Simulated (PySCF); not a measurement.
C3H8NO, SMILES C[NH+](C=O)C, charge +1. Atoms are numbered in the order given.

```xyz
13

C     -0.4511     1.6115    -0.3137
N     -0.2545     0.3170     0.4071
C     -1.3207    -0.6837     0.1297
C      1.1395    -0.2333     0.1054
O      1.2653    -1.3005    -0.3613
H     -0.4518     1.4138    -1.3933
H      0.3610     2.3034    -0.0545
H     -1.4138     2.0411    -0.0108
H     -0.2569     0.5239     1.4169
H     -1.3144    -0.9167    -0.9415
H     -1.1171    -1.5959     0.7023
H     -2.2844    -0.2505     0.4222
H      1.9304     0.4987     0.3715
```
Charge +1, spin multiplicity 1.

Geometry optimised at PBE0-D3(BJ)/def2-SVP. The isomer is the one that the SMILES or the coordinates give; other isomers of the formula were not compared. The values are those of a single conformer.

All values below come from TDA-PBE/def2-SVPD (PySCF).

Vertical excitations. Isolated molecule, no solvent.

```json
[
 {"state": "S1", "energy (eV)": "4.92", "λ (nm)": "252", "f": "0.001", "main pairs": "HOMO→LUMO 100 %"},
 {"state": "S2", "energy (eV)": "7.03", "λ (nm)": "176", "f": "0.000", "main pairs": "HOMO−1→LUMO 100 %"},
 {"state": "S3", "energy (eV)": "7.22", "λ (nm)": "172", "f": "0.002", "main pairs": "HOMO−2→LUMO 88 %"},
 {"state": "S4", "energy (eV)": "7.32", "λ (nm)": "169", "f": "0.008", "main pairs": "HOMO→LUMO+1 87 %"},
 {"state": "S5", "energy (eV)": "7.54", "λ (nm)": "165", "f": "0.000", "main pairs": "HOMO−3→LUMO 92 %"},
 {"state": "S6", "energy (eV)": "7.78", "λ (nm)": "159", "f": "0.028", "main pairs": "HOMO−4→LUMO 78 %, HOMO−5→LUMO 14 %"},
 {"state": "S7", "energy (eV)": "8.71", "λ (nm)": "142", "f": "0.080", "main pairs": "HOMO→LUMO+2 94 %"},
 {"state": "S8", "energy (eV)": "8.86", "λ (nm)": "140", "f": "0.007", "main pairs": "HOMO→LUMO+3 98 %"},
 {"state": "S9", "energy (eV)": "9.01", "λ (nm)": "138", "f": "0.003", "main pairs": "HOMO−6→LUMO 74 %"},
 {"state": "S10", "energy (eV)": "9.15", "λ (nm)": "135", "f": "0.009", "main pairs": "HOMO→LUMO+4 91 %"},
 {"state": "T1", "energy (eV)": "4.25", "λ (nm)": "292", "f": "0", "main pairs": "HOMO→LUMO 100 %"},
 {"state": "T2", "energy (eV)": "6.53", "λ (nm)": "190", "f": "0", "main pairs": "HOMO−5→LUMO 65 %, HOMO−4→LUMO 23 %"},
 {"state": "T3", "energy (eV)": "6.99", "λ (nm)": "177", "f": "0", "main pairs": "HOMO−1→LUMO 97 %"},
 {"state": "T4", "energy (eV)": "7.08", "λ (nm)": "175", "f": "0", "main pairs": "HOMO−2→LUMO 92 %"}
]
```
Triplets are in the Tamm–Dancoff approximation.
